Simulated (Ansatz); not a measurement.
Consider the redistribution: `[CH3][Ge]([F])([SiH3])[Cl]` + `[F][Ge][Cl]` → `[CH3][Ge]([F])([F])[SiH3]` + `[Cl][Ge][Cl]`.

Gas-phase electronic energies from Ansatz, PBE0-D4/def2-TZVP geometries. CCSD(T)/CBS is the MP2 limit (def2-TZVPP, def2-QZVPP) plus CCSD(T) − MP2 in def2-TZVPP, frozen cores. DFT in def2-TZVPP. B3LYP here is the variant with VWN-RPA as its local correlation; programs differ in this. For Ge outer-core shells are correlated without core-valence functions, which leaves a few kJ/mol of doubt a bond. Scalar relativity is left out up to krypton.

Task: Is it downhill or uphill in electronic energy at CCSD(T)/CBS, and by how much? (Best estimate.)

Result: Ansatz gave: Uphill: ΔE = +0.05 eV.

Task: What do these levels give: PBE-D4, B3LYP-D4, ωB97M-V, B2PLYP, HF/def2-QZVPP, MP2/def2-QZVPP? (Estimate.)

Result: The calculation gave: PBE-D4 0.04, B3LYP-D4 0.04, ωB97M-V 0.08, B2PLYP 0.04, HF/def2-QZVPP 0.01, MP2/def2-QZVPP 0.07 eV.

Largest T1 diagnostic among the species: 0.014.

In def2-TZVPP, CCSD(T) changes the Hartree–Fock value by +0.04 eV (the triples alone add +0.00 eV) and MP2 by +0.06 eV.
